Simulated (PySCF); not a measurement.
# CeN at UHF

Computed with UHF; Ce x2c-TZVPall, N x2c-TZVPall; spin-free X2C with a Gaussian nucleus (PySCF 2.14).

```
state                                           : doublet, about 1.3 electrons in the 4f shell (Mulliken), real f orbitals that mix terms
bond length                                     : 3.312 bohr
harmonic wavenumber                             : 993 cm⁻¹
force constant                                  : 7.40 mdyn/Å
rotational constant Be                          : 0.4312 cm⁻¹
anharmonicity ωexe                              : 2.19 cm⁻¹
vibration–rotation constant αe                  : 0.00179 cm⁻¹
bond order (Mayer)                              : 2.89
dipole moment (positive dipole means Ce(−)N(+)) : -8.66 D
```

These are scalar-relativistic numbers at best; spin–orbit coupling would shift them, the dissociation energy most. Hartree–Fock leaves out correlation, which carries a large part of most bond energies and some tenths to 1 eV of ionisation energies. The state is the lowest single determinant that the PBE0 search found; with open d or f shells the true ground state can be another one.
